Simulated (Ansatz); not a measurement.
BCl₂H₃O₄Si (`O[Si](O)(O)OB(Cl)Cl`). The species carries charge 0 and has multiplicity 1. The structure was optimised at the PBE0-D4/def2-TZVP level. It is one conformer, not always the lowest.

```xyz
11

O     0.999   -0.977   -1.768
Si    0.613   -0.348   -0.329
O     1.565    0.954   -0.188
O     0.725   -1.405    0.905
O    -0.992    0.045   -0.317
B    -1.784    0.853    0.376
Cl   -1.135    1.970    1.590
Cl   -3.512    0.852    0.104
H     0.580   -1.799   -2.025
H     1.342    1.574    0.510
H     1.600   -1.718    1.142
```

Q: What is the dipole moment at ωB97M-V/def2-TZVPP? (An estimate is asked.)

A: Ansatz gave: 2.08 D, with components (1.26, -1.53, 0.63) D in this frame, pointing from negative to positive charge.

Q: And with PBE, r2SCAN, B3LYP? (An estimate is asked.)

A: Ansatz gave: PBE 2.07 D, r2SCAN 2.11 D, B3LYP 2.07 D.

Q: Give the Mulliken charges with ωB97M-V, r2SCAN, B3LYP in def2-TZVPP. (Best estimate.)

A: The calculation gave: 
```tsv
atom	ωB97M-V	r2SCAN	B3LYP
O1	-0.35	-0.38	-0.37
Si2	0.72	0.76	0.75
O3	-0.36	-0.39	-0.37
O4	-0.35	-0.38	-0.37
O5	-0.27	-0.33	-0.28
B6	0.30	0.41	0.36
Cl7	-0.15	-0.18	-0.18
Cl8	-0.10	-0.13	-0.13
H9	0.18	0.21	0.19
H10	0.19	0.21	0.19
H11	0.19	0.21	0.19
```

B3LYP here is the variant with VWN-RPA as its local correlation; programs differ in this.
